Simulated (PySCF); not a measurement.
Structure from 2D NMR

Compound of formula C₇H₁₄OSi. Correlations simulated from computed shifts and the bond graph:

HSQC (one-bond C–H):
```tsv
δH	δC
6.43	142.5
5.84	122.3
5.48	122.3
4.72	104.4
4.65	104.4
0.16	1.0
```

COSY cross peaks (H two or three bonds apart, from the bond graph; peaks can be absent where the dihedral angle is near 90°):
```tsv
δH	δH
6.43	5.84
6.43	5.48
5.84	5.48
4.72	4.65
```

HMBC (two and three bonds, from the bond graph):
```tsv
δH	δC
6.43	163.7, 122.3, 104.4
5.84	163.7, 142.5
5.48	163.7, 142.5
4.72	163.7, 142.5
4.65	163.7, 142.5
0.16	1.0
```

Carbons without hydrogens: δ 163.7.

PySCF 2.14.0 with density-fitted response routines calculation with GIAO PBE0/pcSseg-1 shieldings and geometry: GFN2-xTB; single conformer, one averaged value for each set of equivalent atoms, relativity neglected, gas phase.

Referencing at the same level of theory: 1H, 13C vs TMS.

Exchangeable hydrogens are left out of these lists.

Task: Assemble the structure.

Result: SMILES C=CC(=C)O[Si](C)(C)C.

Structure with atom numbers: `[CH2:1]=[CH:2][C:3](=[CH2:4])[O:5][Si:6]([CH3:7])([CH3:8])[CH3:9]`. Each H is labelled by its parent atom. Ha(C4) is cis to C2; Ha(C1) is cis to C3; Hb(C4) is trans to C2; Hb(C1) is trans to C3.

- δC 163.7 is C3, an alkene carbon bearing oxygen.
- δC 142.5 is C2, an alkene CH (δH 6.43).
- δC 122.3 is C1, a terminal =CH2 carbon (δH 5.84, 5.48).
- δC 104.4 is C4, a β carbon of an enol-ether or enamine type C=C (δH 4.65, 4.72).
- δC 1.0 is C7/C8/C9, a methyl carbon bonded to Si (δH 0.16).
- HMBC from δH 6.43 reaches the proton-free carbon C3.
- HMBC from δH 5.84 reaches the proton-free carbon C3.
- HMBC from δH 5.48 reaches the proton-free carbon C3.
- HMBC from δH 4.72 reaches the proton-free carbon C3.
- COSY links 6.43–5.84, 6.43–5.48, 5.84–5.48, 4.72–4.65.

The shifts were computed for this structure.

Shifts are as computed. Against solution values, carbons near 30 ppm lie about +3 ppm off and those near 130 ppm about +5 ppm. Of 1211 compounds with measured shifts, 218 miss one by over three times the rms of a fit or turn the order of signals round; such compounds aren't used in these exercises.
